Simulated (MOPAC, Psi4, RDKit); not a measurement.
Internal rotation in C2H4ClF, SMILES FCCCl. Scanned: dihedral F1–C2–C3–Cl4; all other coordinates were relaxed at GFN2-xTB. Points at φ and −φ are mirror images. Heavy atoms are numbered in the order of the SMILES FCCCl, hydrogens after them in the order of the atoms that carry them; the mirror image has the same energies with the sign of each dihedral reversed. Each profile is relative to its own lowest point.

| φ / ° | A | B | C |
|---|---|---|---|
| -165 | 0.024 | 0.024 | 0.027 |
| -150 | 0.083 | 0.084 | 0.047 |
| -135 | 0.144 | 0.147 | 0.063 |
| -120 | 0.169 | 0.173 | 0.063 |
| -105 | 0.142 | 0.145 | 0.046 |
| -90 | 0.084 | 0.083 | 0.022 |
| -75 | 0.032 | 0.034 | 0.003 |
| -60 | 0.016 | 0.034 | 0.000 |
| -45 | 0.049 | 0.097 | 0.022 |
| -30 | 0.119 | 0.202 | 0.062 |
| -15 | 0.189 | 0.299 | 0.100 |
| 0 | 0.219 | 0.339 | 0.115 |
| 15 | 0.189 | 0.299 | 0.100 |
| 30 | 0.119 | 0.202 | 0.062 |
| 45 | 0.049 | 0.097 | 0.022 |
| 60 | 0.016 | 0.034 | 0.000 |
| 75 | 0.032 | 0.034 | 0.003 |
| 90 | 0.084 | 0.083 | 0.022 |
| 105 | 0.142 | 0.145 | 0.046 |
| 120 | 0.169 | 0.173 | 0.063 |
| 135 | 0.144 | 0.147 | 0.063 |
| 150 | 0.083 | 0.084 | 0.047 |
| 165 | 0.024 | 0.024 | 0.027 |
| 180 | 0.000 | 0.000 | 0.018 |

Energies in eV.

Which curve belongs to which method? The methods are DF-MP2 (frozen core)/cc-pVTZ // GFN2-xTB (Psi4); PM7, restricted, heats of formation // GFN2-xTB run with MOPAC 23.2.5; UFF // GFN2-xTB (RDKit).

A is UFF; B is MP2/cc-pVTZ; C is PM7.
